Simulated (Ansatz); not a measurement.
Computed with Ansatz on PBE0-D4/def2-TZVP structures; ΔE is electronic, products minus reactants. CCSD(T)/CBS is the MP2 limit (def2-TZVPP, def2-QZVPP) plus CCSD(T) − MP2 in def2-TZVPP, frozen cores. This one scheme is used for every species. Functionals use def2-TZVPP. HSE06 is defined as in plane-wave codes. Each species was taken in one conformer, which may not be the lowest.

Consider the formal hydrolysis of a B–Cl bond: `CSB(F)Cl` + H₂O → `CSB(O)F` + HCl.

`CSB(F)Cl`:

```xyz
8

C     0.207    0.935   -0.868
S    -0.107   -0.847   -0.792
B    -0.242   -1.110    0.966
F    -0.114   -0.121    1.834
Cl   -0.553   -2.724    1.572
H     0.302    1.189   -1.923
H    -0.623    1.491   -0.437
H     1.131    1.186   -0.352
```

H₂O:

Z-matrix (Å, degrees):
```
O
H 1 0.960
H 1 0.960 2 105.1
```

`CSB(O)F`:

Z-matrix (Å, degrees):
```
C
S 1 1.810
H 1 1.088 2 110.7
H 1 1.089 2 106.7 3 119.0
H 1 1.088 2 110.7 3 -122.0
B 2 1.799 1 101.1 3 60.6
F 6 1.336 2 117.9 1 -180.0
O 6 1.354 2 122.0 1 -0.0
H 8 0.962 6 112.6 2 180.0
```

HCl:

Cartesian coordinates in Å:
```
Cl 0.130 -0.283 -0.559
H -0.130 0.283 0.559
```

Problem. Is it downhill or uphill in electronic energy at CCSD(T)/CBS, and by how much? (Best estimate.)

Solution. The calculation gave: Downhill: ΔE = -9.9 kcal/mol.

Problem. What do these levels give: PBE0-D4, r2SCANh-D4, BHLYP-D4, B2PLYP, HSE06, LC-ωPBE, HF/def2-TZVPP, SCS-MP2/def2-TZVPP, CCSD(T)/def2-TZVPP, SCS-MP2/def2-QZVPP, HF/CBS(def2), MP2/CBS(def2)? (Estimate.)

Solution. Ansatz gave: PBE0-D4 -9.6, r2SCANh-D4 -10.2, BHLYP-D4 -11.9, B2PLYP -10.9, HSE06 -9.9, LC-ωPBE -11.1, HF/def2-TZVPP -13.9, SCS-MP2/def2-TZVPP -10.5, CCSD(T)/def2-TZVPP -10.9, SCS-MP2/def2-QZVPP -10.0, HF/CBS(def2) -13.9, MP2/CBS(def2) -8.6 kcal/mol.

Largest T1 diagnostic among the species: 0.012.

From BLYP to BHLYP (50 % exact exchange), in def2-TZVPP and without D4, ΔE moves by −1.9 kcal/mol. In def2-TZVPP, CCSD(T) changes the Hartree–Fock value by +3.0 kcal/mol (the triples alone add +0.7 kcal/mol) and MP2 by +4.3 kcal/mol.
